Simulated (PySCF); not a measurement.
Input file for PySCF: R-M06-2X/def2-TZVPP on BH4P (SMILES BP), a point of a torsion scan.

```python
from pyscf import gto, dft

mol = gto.M(
    atom='''
    B    -0.88160389    0.01943736   -0.01711202
    P     0.89737859    0.02904675   -0.48501268
    H    -1.56627590    0.90518201   -0.35355378
    H    -1.35408112   -0.94918533    0.43539320
    H     1.51758626   -0.64892875    0.54245916
    H     1.32811619    1.29218837   -0.14371977
    ''',
    basis='def2-tzvpp',
    charge=0, spin=0, verbose=4, max_memory=1800)
mf = dft.RKS(mol, xc='m062x').density_fit(auxbasis='def2-universal-jkfit')
mf.grids.level = 4
mf.conv_tol = 1e-9
mf.max_cycle = 150
mf.kernel()
mf.dip_moment()
```

Output:

```
PySCF version 2.14.0

[INPUT] verbose = 4
[INPUT] num. atoms = 6
[INPUT] num. electrons = 24
[INPUT] charge = 0
[INPUT] spin (= nelec alpha-beta = 2S) = 0
[INPUT] symmetry False subgroup None
[INPUT] Mole.unit = angstrom
[INPUT] Symbol           X                Y                Z      unit          X                Y                Z       unit  Magmom
[INPUT]  1 B     -0.881603890000   0.019437360000  -0.017112020000 AA   -1.665989902451   0.036731286985  -0.032337031238 Bohr   0.0
[INPUT]  2 P      0.897378590000   0.029046750000  -0.485012680000 AA    1.695799765148   0.054890402309  -0.916541132141 Bohr   0.0
[INPUT]  3 H     -1.566275900000   0.905182010000  -0.353553780000 AA   -2.959832486507   1.710546091783  -0.668119814505 Bohr   0.0
[INPUT]  4 H     -1.354081120000  -0.949185330000   0.435393200000 AA   -2.558842467244  -1.793700315155   0.822773904498 Bohr   0.0
[INPUT]  5 H      1.517586260000  -0.648928750000   0.542459160000 AA    2.867822401803  -1.226297611856   1.025099246162 Bohr   0.0
[INPUT]  6 H      1.328116190000   1.292188370000  -0.143719770000 AA    2.509775860701   2.441882120648  -0.271591003985 Bohr   0.0

nuclear repulsion = 46.9344560793186
number of shells = 49
number of NR pGTOs = 173
number of NR cGTOs = 129
basis = def2-tzvpp
ecp = {}


******** <class 'pyscf.df.df_jk.DFRKS'> ********
method = DFRKS
initial guess = minao
damping factor = 0
level_shift factor = 0
DIIS = <class 'pyscf.scf.diis.CDIIS'>
diis_start_cycle = 1
diis_space = 8
diis_damp = 0
SCF conv_tol = 1e-09
SCF conv_tol_grad = None
SCF max_cycles = 150
direct_scf = False
XC library pyscf.dft.libxc version 7.1.2
    S. Lehtola, C. Steigemann, M. J. T. Oliveira, and M. A. L. Marques,  SoftwareX 7, 1–5 (2018)
XC functionals = m062x
    Y. Zhao and D. G. Truhlar,  Theor. Chem. Acc. 120, 215 (2008)
    Y. Zhao and D. G. Truhlar,  Theor. Chem. Acc. 120, 215 (2008)
radial grids:
    Treutler-Ahlrichs [JCP 102, 346 (1995); DOI:10.1063/1.469408] (M4) radial grids

becke partition: Becke, JCP 88, 2547 (1988); DOI:10.1063/1.454033
pruning grids: <function nwchem_prune>
grids dens level: 4
symmetrized grids: False
atomic radii adjust function: <function treutler_atomic_radii_adjust>
small_rho_cutoff = 0
Set gradient conv threshold to 3.16228e-05
Initial guess from minao.
tot grids = 120016
******** <class 'pyscf.df.df.DF'> ********
auxbasis = def2-universal-jkfit
init E= -368.532610618292
  HOMO = -0.294734934273727  LUMO = -0.0990262014829284  gap/eV = 5.32551
cycle= 1 E= -368.545778403664  delta_E= -0.0132  |g|= 0.148  |ddm|= 1.56
  HOMO = -0.309218966440259  LUMO = -0.021820320839641  gap/eV = 7.82052
cycle= 2 E= -368.552619867368  delta_E= -0.00684  |g|= 0.0636  |ddm|= 0.214
  HOMO = -0.317836086897803  LUMO = -0.0364617342745071  gap/eV = 7.65659
cycle= 3 E= -368.553765337949  delta_E= -0.00115  |g|= 0.0281  |ddm|= 0.0728
  HOMO = -0.316731252869367  LUMO = -0.031573353984939  gap/eV = 7.75954
cycle= 4 E= -368.554020096608  delta_E= -0.000255  |g|= 0.00507  |ddm|= 0.027
  HOMO = -0.315649305373213  LUMO = -0.0314613956799796  gap/eV = 7.73315
cycle= 5 E= -368.554028989294  delta_E= -8.89e-06  |g|= 0.00203  |ddm|= 0.00731
  HOMO = -0.315992586620393  LUMO = -0.0314667167260829  gap/eV = 7.74234
cycle= 6 E= -368.554030445867  delta_E= -1.46e-06  |g|= 0.000451  |ddm|= 0.0022
  HOMO = -0.315974898682786  LUMO = -0.0314889201678099  gap/eV = 7.74126
cycle= 7 E= -368.554030577759  delta_E= -1.32e-07  |g|= 9.47e-05  |ddm|= 0.000871
  HOMO = -0.315970699398925  LUMO = -0.0314879407402699  gap/eV = 7.74117
cycle= 8 E= -368.554030584111  delta_E= -6.35e-09  |g|= 2.26e-05  |ddm|= 0.00019
  HOMO = -0.315968196202078  LUMO = -0.0314884004398444  gap/eV = 7.74109
cycle= 9 E= -368.554030584429  delta_E= -3.18e-10  |g|= 5.83e-06  |ddm|= 4.24e-05
  HOMO = -0.315968523427291  LUMO = -0.0314888544940963  gap/eV = 7.74109
Extra cycle  E= -368.554030584449  delta_E= -1.97e-11  |g|= 2.56e-06  |ddm|= 9.24e-06
converged SCF energy = -368.554030584449
Dipole moment(X, Y, Z, Debye):  0.32123,  0.25277,  0.57566
```

Self-consistency was reached.

Cost: very roughly 19 core-seconds.
